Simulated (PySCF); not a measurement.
## ScCl₄⁻, singlet: computed properties

All numbers come from PBE in PySCF with Sc def2-SVPD, Cl def2-SVPD; no relativity; density-fitted integrals.

The structure is a minimum.

```xyz
5
charge -1 multiplicity 1, angstrom
Sc    0.0000    0.0000    0.0000
Cl    1.3620    1.3620    1.3620
Cl   -1.3620    1.3620   -1.3620
Cl    1.3620   -1.3620   -1.3620
Cl   -1.3620   -1.3620    1.3620
```

```json
{"Point group": "Td", "Bond lengths": "Sc–Cl 2.359 Å (×4)", "Bond angles": "Cl–Sc–Cl 109.5° (×6)", "Principal quadrupole moments (Buckingham, traceless) about the centre of mass": "0.00, 0.00, 0.00 D Å", "Highest occupied level": "-3.43 eV", "Lowest empty level": "1.28 eV", "Rotational constants": "0.03249, 0.03249, 0.03249 cm⁻¹", "Entropy at 298.15 K and 1 bar": "372.7 J/(mol K)", "Enthalpy at 298.15 K above 0 K": "23.35 kJ/mol", "Dipole moment about the centre of mass": "0.00 D", "Rotational symmetry number": "12", "Zero-point energy": "11.5 kJ/mol", "Heat capacity Cp at 298.15 K": "100.1 J/(mol K)", "Principal polarisabilities": "108.4, 108.4, 108.4 bohr³"}
```

Harmonic modes (masses in u: Sc 44.956, Cl 34.969):
```json
{"symmetry": "e", "ω (cm⁻¹)": "82", "IR (km/mol, summed over degenerate members)": "0.0", "μ (u)": "34.97"}
{"symmetry": "t2", "ω (cm⁻¹)": "107", "IR (km/mol, summed over degenerate members)": "4.8", "μ (u)": "36.47"}
{"symmetry": "a1", "ω (cm⁻¹)": "295", "IR (km/mol, summed over degenerate members)": "0.0", "μ (u)": "34.97"}
{"symmetry": "t2", "ω (cm⁻¹)": "380", "IR (km/mol, summed over degenerate members)": "433", "μ (u)": "40.06"}
```

In Td the vibrations span e + 2t2 + a1. The a1, e modes carry no infrared intensity, as symmetry demands.

Charges (e); Mulliken and Löwdin values are unreliable with diffuse functions:
```json
{"atom": "Sc1", "Mulliken": "1.11", "Löwdin": "0.24", "polar tensor": "1.82", "Mayer order to Sc1": "–"}
{"atom": "Cl2,3,4,5", "Mulliken": "-0.53", "Löwdin": "-0.31", "polar tensor": "-0.71", "Mayer order to Sc1": "0.87"}
```

Mulliken populations on Sc1: s 6.26, p 12.23, d 1.34, f 0.06.

Formally Sc is in oxidation state +3, d0. The polar-tensor charge on Sc, 1.82, is below the formal one.

Stability towards spin polarisation was not tested. Only a few start shapes were tried, so a lower isomer may exist. The lowest empty level of this anion is unbound, so it and the gap depend on the basis.

The final relaxation and frequency run took 21 s on 4 threads of a shared Arm Neoverse V2 host, with 142 basis functions and 6 gradients; the process peaked at 1.6 GiB. Launch command: `OMP_NUM_THREADS=4 python axn.py task.json out`.
